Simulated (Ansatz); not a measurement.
Species: C3H3N2, charge 0, multiplicity 2. It need not be the lowest isomer of its formula. 
Geometry from a B3LYP-D3(BJ)/def2-TZVP (Ansatz, a program for electronic structure) optimisation:
```
N
H 1 1.0055
N 1 1.3458 2 118.67
C 3 1.3338 1 105.49 2 -180.00
C 1 1.3576 2 128.08 3 180.00
C 5 1.3697 1 104.17 2 -180.00
H 5 1.0756 1 122.97 2 0.00
H 4 1.0762 3 120.40 1 180.00
```
Charge 0, spin multiplicity 2.

Atomisation energy built up term by term with Ansatz (kcal/mol; UHF references for open shells; valence terms freeze the core; atomic spin-orbit terms are left out). Basis-set limits of correlation are two-point, X^-3; Hartree-Fock from the larger set (for Q and 5 zeta extrapolated as (X+1)exp(-9√X)).

The UHF reference is spin-contaminated (<S^2> 0.27 over the pure value in the largest basis). 

```csv
term,basis,kcal/mol
Hartree-Fock,"CBS(cc-pVQZ,cc-pV5Z)",528.73
CCSD correlation,"CBS(cc-pVQZ,cc-pV5Z)",255.00
(T),"CBS(cc-pVQZ,cc-pV5Z)",24.40
core correlation,cc-pwCVTZ,4.53
scalar relativity (X2C),cc-pVTZ-DK against cc-pVTZ,-0.94
sum: De,,811.7
```

(T) makes 3.0 % of the CCSD(T) atomisation energy; under 5 % is typical of single-reference molecules.
